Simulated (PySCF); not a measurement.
**[Ta(Cl)(F)4] (charge 0, multiplicity 1)**

Computed with PySCF with TPSSh-D3(BJ)/def2-TZVP // PBE-D3(BJ)/def2-SVP.

- HOMO = -10.21 eV
- dipole moment = 1.49 D
- HOMO–LUMO gap = 7.04 eV
- LUMO = -3.17 eV
- charge on the central atom (Mulliken) = 1.63 e
- total energy = -917.1365 Ha
- cost = about 4 core-minutes (a rough figure)

```xyz
6

Ta    -0.0369     0.0178     0.0445
Cl    -1.4239     0.6902     1.7225
F     -1.1314    -0.5836    -1.3678
F      0.2725     1.5211    -1.0505
F      1.7288     0.2939     0.6449
F      0.3248    -1.8107     0.3278
```
